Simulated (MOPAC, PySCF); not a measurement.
C4H11B, SMILES `BCC(C)C`, neutral singlet in the gas phase. 

Cartesian coordinates (Å):
```xyz
16

B      2.2637     0.1159    -0.1206
C      0.8866    -0.5500    -0.3738
C     -0.3413    -0.0328     0.3897
C     -1.5402    -0.9733     0.2457
C     -0.6963     1.3823    -0.0749
H      2.4515     0.8197     0.8412
H      3.1953    -0.1189    -0.8478
H      0.6660    -0.6495    -1.4537
H      1.1034    -1.6047    -0.0731
H     -0.0700     0.0204     1.4595
H     -2.4118    -0.6037     0.8067
H     -1.3047    -1.9836     0.6127
H     -1.8378    -1.0634    -0.8117
H     -0.9596     1.3844    -1.1453
H     -1.5553     1.7854     0.4816
H      0.1506     2.0718     0.0638
```
Charge 0, spin multiplicity 1.

All levels are single points at this geometry (PBE-D3(BJ)/def2-TZVP); Pople sets use spherical d functions. Orbital energies aren't observables, and empty levels follow the basis.

B3LYP/6-311+G** in PySCF gives HOMO (eV) = -8.49.

**Question.** Estimate the HOMO (eV) from each of these levels: PBE-D3(BJ)/def2-TZVP in PySCF; B3LYP/6-31G* in PySCF; SVWN5/6-31G* in PySCF; HF/3-21G in PySCF; HF/6-31G* in PySCF; HF/STO-3G in PySCF; AM1 in MOPAC; PM7 in MOPAC.

**Answer.** 
```csv
level,HOMO (eV)
PBE-D3(BJ)/def2-TZVP in PySCF,-7.32
B3LYP/6-31G* in PySCF,-8.25
SVWN5/6-31G* in PySCF,-7.12
HF/3-21G in PySCF,-11.90
HF/6-31G* in PySCF,-11.93
HF/STO-3G in PySCF,-10.73
AM1 in MOPAC,-10.91
PM7 in MOPAC,-10.86
```
